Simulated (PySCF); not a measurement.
# How the method changes the shape and vibrations of GeH3NOSi

Calculated results; nothing here was measured. They come from PySCF 2.14.0, an open-source quantum chemistry program, on an isolated molecule that a program drew, which may never have been made. The molecule is GeH3NOSi (charge 0, singlet), drawn as the SMILES string `[NH2][Ge](=[O])[SiH]`.

The geometry was optimised and harmonic frequencies were computed with HF and MP2, all in the cc-pV(D+d)Z basis, for the commonest isotopes, with a restricted reference for singlets and an unrestricted one otherwise, and a frozen core in MP2. Germanium has the cc-pVDZ-PP basis, with a core potential (ECP10MDF) in place of its 10 inner electrons, and its 3s, 3p and 3d shells are frozen in MP2. Each result is a local minimum of its method.

Geometry at the HF minimum:
```xyz
7
GeH3NOSi, angstrom
N     0.0892   -1.6740   -1.4109
Ge    1.5034   -1.5249   -0.3215
O     1.8790   -2.7285    0.7069
Si    2.8348    0.5125   -0.6042
H    -0.5417   -2.4489   -1.3215
H    -0.2726   -0.9356   -1.9811
H     2.0282    1.2023    0.4734
```

Lengths of the bonds as drawn, in Å (atoms numbered as above):
| bond | HF | MP2 |
|---|---|---|
| N1-Ge2 | 1.791 | 1.841 |
| Ge2-O3 | 1.627 | 1.673 |
| Ge2-Si4 | 2.450 | 2.453 |
| N1-H5 | 1.003 | 1.023 |
| N1-H6 | 1.001 | 1.021 |
| Si4-H7 | 1.512 | 1.520 |

Rotational constants, in GHz:
```
constant     HF    MP2
       A   6.59  6.248
       B  2.698   2.68
       C  1.948  1.912
```

Harmonic frequencies in cm^-1, each column in rising order, so a row needn't be the same motion in every method:
| rank | HF | MP2 |
|---|---|---|
| 1 | 100 | 61 |
| 2 | 124 | 108 |
| 3 | 162 | 155 |
| 4 | 203 | 216 |
| 5 | 241 | 286 |
| 6 | 341 | 325 |
| 7 | 426 | 457 |
| 8 | 688 | 638 |
| 9 | 758 | 689 |
| 10 | 834 | 826 |
| 11 | 1026 | ? |
| 12 | 1664 | 1548 |
| 13 | 2167 | 2116 |
| 14 | 3773 | 3537 |
| 15 | 3893 | 3658 |

**Estimate the missing MP2 frequency from the HF column.**

A single factor s that minimises the squared misfit of MP2 against s times HF over the other rows is sum(HF x MP2) / sum(HF^2) = 0.9440, with an rms misfit of 35 cm^-1. For rank 11 it gives 0.9440 x 1026 = 969 cm^-1. The calculation gives 953 cm^-1, 16 cm^-1 below the estimate. The drawn bonds are on average 1.7 % longer in MP2 than in HF.
